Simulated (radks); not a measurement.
Results of a calculation; reference values are marked as such.
Initial-state core-level shifts of neutral gallium when its valence configuration changes from [Ar] 3d10 4s2 4p1. Level of theory: scalar-relativistic Kohn-Sham, BLYP, spin-polarised, spherical densities, finite nucleus; open shells are filled with parallel spins first; Fermi nuclear charge, rms radius 3.9973 fm (a radial shooting solver on a logarithmic mesh with Libxc functionals). Shifts are changes of the shell-averaged eigenvalues in eV (positive: less bound); the change of the density at the nucleus, which sets a Mossbauer isomer shift, is in e/bohr^3, on a base of 2.857e+04.

valence               2s       2p       3s       3p  density at nucleus
3d9 4s2 4p2      -11.143  -11.052   -9.613   -9.404              +9.552
3d10 4s1 4p2      -1.440   -1.441   -1.521   -1.518             -12.537
3d8 4s2 4p3      -23.379  -23.183  -19.643  -19.204             +20.132
3d7 4s2 4p4      -37.158  -36.854  -30.515  -29.839             +31.955
3d7.5 4s2 4p3.5  -30.158  -29.909  -25.056  -24.498             +25.928
3d5 4s2 4p6      -67.318  -66.804  -52.747  -51.622             +58.302
3d5.5 4s2 4p5.5  -59.458  -58.995  -47.137  -46.118             +51.381
3d6 4s2 4p5      -51.810  -51.398  -41.558  -40.651             +44.682
3d9 4s1 4p3      -12.308  -12.213  -10.830  -10.613              -5.873
